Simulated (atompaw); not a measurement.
## Pseudopotential generation for Ba: PAW (atompaw), PBE, scalar-relativistic.

- Element: Ba (Z = 56)
- Generator: atompaw 4.2.0.5
- Type: PAW
- Functional: PBE
- Relativity: scalar-relativistic
- Frozen core: [Xe]
- Valence charge: 2
- Reference configuration: 5d0 6s2 6p0
- Partial waves: 6s (bound): rc 3.00 bohr; 6s channel at 3 Ry: rc 3.00 bohr; 6p (bound, empty): rc 3.00 bohr; 6p channel at 0.5 Ry: rc 3.00 bohr; 5d (bound, empty): rc 3.00 bohr; 5d channel at 4.25 Ry: rc 3.00 bohr
- Local potential: bessel scheme, radius 2.75 bohr
- Core correction: smooth core density matched at 2.55 bohr
- Augmentation charge: sinc compensation charge, radius 2.30 bohr; PAW radius 3.00 bohr; waves and projectors: custom rrkj gramschmidtortho

All-electron outer shells of the reference configuration (PBE, scalar-relativistic, ld1.x):

```json
{"shell": "5s", "level (eV)": "-33.67", "outermost node (bohr)": "0.80", "outermost maximum (bohr)": "1.47"}
{"shell": "5p", "level (eV)": "-18.74", "outermost node (bohr)": "0.86", "outermost maximum (bohr)": "1.67"}
{"shell": "6s", "level (eV)": "-3.23", "outermost node (bohr)": "1.97", "outermost maximum (bohr)": "4.16"}
{"shell": "5d", "level (eV)": "-2.02", "outermost node (bohr)": "1.00", "outermost maximum (bohr)": "2.49"}
{"shell": "6p", "level (eV)": "-1.24", "outermost node (bohr)": "2.36", "outermost maximum (bohr)": "5.40"}
```

(1) Estimate the cutoffs (Ry, on a coarse ladder) from which the occupation-weighted sum of valence levels, in a spherical-Bessel basis at the reference potential, stays within 10 and 1 mRy of its value at 400 Ry.

(2) What does a ghost test show?

(3) Is the overlap operator S = 1 + Σ q|β⟩⟨β| positive definite (Bessel basis up to 400 Ry)?

Answers

(1) 10 Ry and 12 Ry.

(2) Ghost states, extra bound levels that the all-electron valence spectrum of the same l lacks: s at -28.3 eV, p at -19.0 eV. A true bound ghost makes a file unfit for plane-wave use.

(3) Yes: its lowest eigenvalue is 0.08 (s channel).
